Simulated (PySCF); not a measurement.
AlH9Si3, SMILES [SiH3][Al]([SiH3])[SiH3].

The structure is a stationary point at PBE0-D3(BJ)/def2-SVP. The structure was generated by enumeration; whether it is a known compound was not checked.

The numbers are results of PySCF with PBE0-D3(BJ)/def2-SVP, not measurements.

Frequencies are harmonic and unscaled.

A small imaginary wavenumber (i) marks a very flat motion, where grid noise or a shallow saddle decides the sign.

| mode | ν (cm⁻¹) | IR (km/mol) | moving atoms (share of kinetic energy) |
|---|---|---|---|
| 1 | 12i | 0.1 | H 97 % |
| 2 | 11i | 0.1 | H 96 % |
| 3 | 19 | 1.1 | H 93 % |
| 4 | 72 | 4.1 | Si 66 %, H 22 %, Al 12 % |
| 5 | 74 | 4.1 | Si 63 %, H 24 %, Al 12 % |
| 6 | 110 | 11.1 | Al 59 %, H 29 %, Si 11 % |
| 7 | 266 | 0.0 | Si 90 %, H 10 % |
| 8 | 368 | 0.1 | H 91 %, Si 9 % |
| 9 | 370 | 0.2 | H 90 %, Si 9 % |
| 10 | 403 | 0.4 | H 89 %, Si 10 % |
| 11 | 410 | 15.1 | H 34 %, Al 34 %, Si 32 % |
| 12 | 412 | 15.5 | Al 34 %, H 33 %, Si 32 % |
| 13 | 464 | 14.1 | H 73 %, Al 14 %, Si 12 % |
| 14 | 506 | 20.7 | H 57 %, Al 30 %, Si 13 % |
| 15 | 506 | 21.0 | H 57 %, Al 30 %, Si 13 % |
| 16 | 833 | 410.3 | H 90 %, Si 9 % |
| 17 | 833 | 405.7 | H 90 %, Si 9 % |
| 18 | 870 | 0.0 | H 92 %, Si 8 % |
| 19 | 922 | 0.0 | H 97 % |
| 20 | 926 | 49.3 | H 98 % |
| 21 | 927 | 50.3 | H 98 % |
| 22 | 931 | 0.5 | H 98 % |
| 23 | 931 | 0.5 | H 97 % |
| 24 | 936 | 89.9 | H 98 % |
| 25 | 2190 | 106.6 | H 98 % |
| 26 | 2191 | 87.1 | H 98 % |
| 27 | 2194 | 11.8 | H 98 % |
| 28 | 2201 | 35.7 | H 96 % |
| 29 | 2203 | 14.9 | H 96 % |
| 30 | 2203 | 181.2 | H 96 % |
| 31 | 2213 | 2.5 | H 96 % |
| 32 | 2214 | 126.8 | H 96 % |
| 33 | 2214 | 132.3 | H 96 % |
